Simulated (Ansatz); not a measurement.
The cluster Mo3N3. The state is a doublet with charge 0. Geometry PBE0-D4/def2-SVP; atoms count from 1.

```
atom    x (Å)    y (Å)    z (Å)
 Mo1   0.9996  -1.3565   0.1214
 Mo2  -0.1620   0.6358  -1.3723
 Mo3  -0.8930  -0.6300   0.8189
  N4   0.8783   0.3855   1.2303
  N5   0.8532   1.0876   0.1455
  N6  -1.6761  -0.1224  -0.9439
```

In the def2 sets Mo takes a core potential; there is no spin–orbit coupling. The charge 0 doublet is spin-contaminated (final ⟨S²⟩ up to 1.88, 0.75 for a pure state). No other spin state of charge 0 was run. The geometry of the doublet was relaxed on an unsound state (⟨S²⟩ 1.86, where a pure state has 0.75). Another isomer (doublet) lies 1.43 eV lower at PBE0-D4/def2-TZVP; other spin states weren't run for this one.

(1) Estimate the Mulliken populations from the PBE0/def2-TZVP orbitals of Ansatz.

(2) Where does the spin sit?

(3) And the Mayer bond orders between bonded heavy atoms (over 0.3)?

Results:

(1) 
```csv
atom,charge (e),spin (α − β),d electrons
Mo1,0.32,2.07,4.84
Mo2,0.51,0.84,4.53
Mo3,0.54,-1.82,4.63
N4,-0.45,0.03,–
N5,-0.22,-0.13,–
N6,-0.71,0.01,–
```
Mulliken values and Mayer orders depend strongly on the basis.

(2) Summed by element: Mo 1.09, N -0.09, of 1 unpaired in all. Largest on single atoms: Mo1 2.07, Mo3 -1.82, Mo2 0.84.

(3) Mo1–Mo2 1.17 (2.75 Å); Mo1–Mo3 2.56 (2.14 Å); Mo1–N4 0.74 (2.07 Å); Mo2–Mo3 0.50 (2.63 Å); Mo2–N5 1.31 (1.88 Å); Mo2–N6 1.96 (1.75 Å); Mo3–N4 0.79 (2.08 Å); Mo3–N6 0.98 (1.99 Å); N4–N5 1.17 (1.29 Å).
